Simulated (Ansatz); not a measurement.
Cost and result for the atomization energy of `O[CH2][GeH2][SiH3]` (12 atoms, 11 bonds).

```csv
atom,x (Å),y (Å),z (Å)
O1,2.3186,-1.1191,0.5992
C2,1.2462,-0.7424,-0.2410
Ge3,-0.0677,0.2535,0.8428
Si4,-1.9095,0.9120,-0.5179
H5,2.9632,-1.6048,0.0779
H6,0.7429,-1.6131,-0.6813
H7,1.5762,-0.0960,-1.0648
H8,0.6156,1.4940,1.4460
H9,-0.5545,-0.6462,1.9932
H10,-2.9103,1.6651,0.2835
H11,-2.5747,-0.2835,-1.1037
H12,-1.4460,1.7805,-1.6340
```

Charge 0, multiplicity 1. Correlated methods include outer-core shells of Ge, which these sets cover unevenly. Scalar relativity is left out up to krypton. The geometry is a stationary point of PBE0-D4/def2-TZVP. It is one conformer, not always the lowest. Program: Ansatz. All runs use 4 threads of an Arm Neoverse V2 on a shared host. Times are those of one run each, without the atoms' runs, and a repeat can differ threefold. Electronic energies, without spin–orbit coupling; frozen cores. CCSD(T)/CBS adds CCSD(T) − MP2 in def2-TZVPP to the MP2 limit, and its time is that of the two runs behind it. T1 = 0.011. With those shells the extrapolation isn't a true limit. B3LYP takes the VWN-RPA correlation (the form of Gaussian; ORCA's B3LYP/G).

CCSD(T)/CBS is a level of theory with its own doubt, some kJ/mol a heavy atom from the limit and from the frozen cores, so smaller differences don't rank the functionals.

```tsv
level	functions	wall time
PBE-D4/def2-TZVPP (with forces)	264	2.9 s
PBE0-D4/def2-TZVPP	264	3.9 s
r2SCAN-D4/def2-TZVPP (with forces)	264	6 s
B3LYP-D4/def2-TZVPP (with forces)	264	6 s
B2PLYP/def2-TZVPP	264	7 s
ωB97X-V/def2-TZVPP	264	10 s
ωB97M-V/def2-TZVPP (with forces)	264	15 s
MP2/def2-QZVPP	513	32 s
CCSD(T)/def2-TZVPP	264	4.4 min
CCSD(T)/CBS(def2)	–	4.9 min
```

Task: What atomization energy does each give, and how far from CCSD(T)/CBS? (Estimate.)

Result: Computed: 
```tsv
level	atomization (kcal/mol)	difference from CCSD(T)/CBS	per bond
PBE-D4/def2-TZVPP (with forces)	905.2	-1.7	-0.2
PBE0-D4/def2-TZVPP	895.5	-11.4	-1.0
r2SCAN-D4/def2-TZVPP (with forces)	903.3	-3.6	-0.3
B3LYP-D4/def2-TZVPP (with forces)	900.2	-6.7	-0.6
B2PLYP/def2-TZVPP	890.2	-16.7	-1.5
ωB97X-V/def2-TZVPP	908.5	1.6	0.2
ωB97M-V/def2-TZVPP (with forces)	901.5	-5.4	-0.5
MP2/def2-QZVPP	897.4	-9.5	-0.9
CCSD(T)/def2-TZVPP	885.9	-21.0	-1.9
CCSD(T)/CBS(def2)	906.9	0.0	0.0
```

The D4 term adds +8.6 kcal/mol with B3LYP and +4.6 kcal/mol with PBE0; it sums over pairs of atoms, weighted by their polarisabilities, and B3LYP, whose exchange is more repulsive, gets the larger term. From PBE to PBE0 (25 % exact exchange), in def2-TZVPP and without D4, the atomization energy moves by −8.9 kcal/mol: exact exchange takes away binding that semilocal exchange gives to molecules. In def2-TZVPP, CCSD(T) changes the Hartree–Fock value by +229.1 kcal/mol (the triples alone add +10.6 kcal/mol) and MP2 by +228.3 kcal/mol; breaking electron pairs costs correlation energy, which Hartree–Fock lacks.
